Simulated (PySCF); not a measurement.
C5H5F, SMILES C=CC(F)=C=C. Geometry: PBE0-D3(BJ)/def2-SVP. The values are those of a single conformer.

Level of theory: PBE0-D3(BJ)/def2-SVP (PySCF).

Harmonic wavenumbers (cm⁻¹): 130, 154, 264, 283, 454, 525, 608, 636, 739, 785, 924, 943, 993, 1021, 1033, 1248, 1308, 1324, 1424, 1477, 1718, 2095, 3126, 3181, 3213, 3214, 3289. Rotational constants (GHz): 8.249, 2.281, 1.809; symmetry number 1.

Work out the zero-point energy and the ideal-gas rigid-rotor harmonic-oscillator thermochemistry at 298.15 K and 1 atm.

ZPE = ½ Σ hcν = ½ × 36107 cm⁻¹ = 51.62 kcal/mol. H − E(el) = 56.13 kcal/mol. Entropy in cal/(mol K): translation 39.20, rotation 26.65, vibration 12.04, total 77.89. G − E(el) = 32.91 kcal/mol. Cp = 23.84 cal/(mol K). Modes under 150 cm⁻¹ make the vibrational entropy uncertain.
